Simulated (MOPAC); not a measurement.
MOPAC input (PM3):

```
PM3 1SCF UHF MS=0.5 GEO-OK AUX(PRECISION=9) THREADS=1
F2GeI

F    -1.92353300 1    1.39223500 1   -0.23581000 1
Ge   -1.12960400 1    0.01861000 1    0.49051500 1
F    -1.96999700 1   -1.32497100 1   -0.23972000 1
I     1.34319000 1   -0.02265900 1   -0.21540900 1
```

From the output:

```
                                                       MOPAC v23.2.5 Linux

          FINAL HEAT OF FORMATION =       -157.60650 KCAL/MOL =    -659.42559 KJ/MOL

          COSMO AREA              =        122.98 SQUARE ANGSTROMS
          COSMO VOLUME            =        114.16 CUBIC ANGSTROMS

          IONIZATION POTENTIAL    =         10.555828 EV
          ALPHA SOMO LUMO (EV)    =        -10.597 -1.222
          BETA  SOMO LUMO (EV)    =        -10.556 -1.735
          NO. OF ALPHA ELECTRONS  =         13
          NO. OF BETA  ELECTRONS  =         12
          MOLECULAR WEIGHT        =        237.4913         POINT GROUP:  Cs

          MOLECULAR DIMENSIONS (Angstroms)

            Atom       Atom       Distance
            I     4    F     1     3.56003
            F     3    F     1     2.51186
           Ge     2    F     1     0.72271

          SCF CALCULATIONS        =          1

   ATOM   CHEMICAL          X               Y               Z
  NUMBER   SYMBOL      (ANGSTROMS)     (ANGSTROMS)     (ANGSTROMS)

     1       F         -1.92353300  *   1.39223500  *  -0.23581000  *
     2      Ge         -1.12960400  *   0.01861000  *   0.49051500  *
     3       F         -1.96999700  *  -1.32497100  *  -0.23972000  *
     4       I          1.34319000  *  -0.02265900  *  -0.21540900  *

                             CARTESIAN COORDINATES

   1    F       -1.923533000     1.392235000    -0.235810000
   2   Ge       -1.129604000     0.018610000     0.490515000
   3    F       -1.969997000    -1.324971000    -0.239720000
   4    I        1.343190000    -0.022659000    -0.215409000

           Empirical Formula: F2 Ge I  =     4 atoms

      MOLECULAR POINT GROUP   :   Cs

          ALPHA EIGENVALUES
 -21.32686 -19.69462 -19.48359 -19.05720 -18.94327 -16.52579 -15.33397 -15.26496
 -15.15077 -14.67125 -14.48619 -14.43187 -10.59714  -1.22246   1.66710   1.72735

           BETA EIGENVALUES
 -21.25571 -19.60661 -17.47850 -16.49092 -16.42898 -16.17401 -15.25283 -15.21186
 -15.07602 -14.48730 -14.42336 -10.55583  -1.73520  -0.59700   1.68383   1.74046

              NET ATOMIC CHARGES AND DIPOLE CONTRIBUTIONS

  ATOM NO.   TYPE          CHARGE      No. of ELECS.   s-Pop       p-Pop
    1          F          -0.382254        7.3823     1.70705     5.67520
    2         Ge           0.743578        3.2564     1.80687     1.44955
    3          F          -0.382253        7.3823     1.70705     5.67520
    4          I           0.020929        6.9791     1.00047     5.97860
 DIPOLE           X         Y         Z       TOTAL
 POINT-CHG.     3.249    -0.059     2.603     4.164
 HYBRID        -2.067     0.037    -1.336     2.461
 SUM            1.182    -0.022     1.268     1.734

          ATOMIC ORBITAL ELECTRON POPULATIONS

     Atom    s        px        py        pz
    1  F   1.70705   1.92156   1.84466   1.90899
    2 Ge   1.80687   0.55460   0.50279   0.39216
    3  F   1.70705   1.91760   1.84895   1.90865
    4  I   1.00047   1.98184   1.99845   1.99831

                    (SZ)    =    0.500000
                    (S**2)  =    0.753422

          ATOMIC ORBITAL SPIN POPULATIONS

    Atom   Total    s     px     py     pz
         Atomic
    1  F  0.0019  0.000 -0.003  0.001  0.004
    2 Ge  0.0014  0.006 -0.028 -0.001  0.024
    3  F  0.0019  0.000 -0.003  0.001  0.004
    4  I  0.9947  0.991  0.003  0.000  0.000

 **********************
 *                    *
 * JOB ENDED NORMALLY *
 *                    *
 **********************

 == MOPAC DONE ==
```

The geometry given is a B3LYP-D3(BJ)/def2-TZVP minimum.
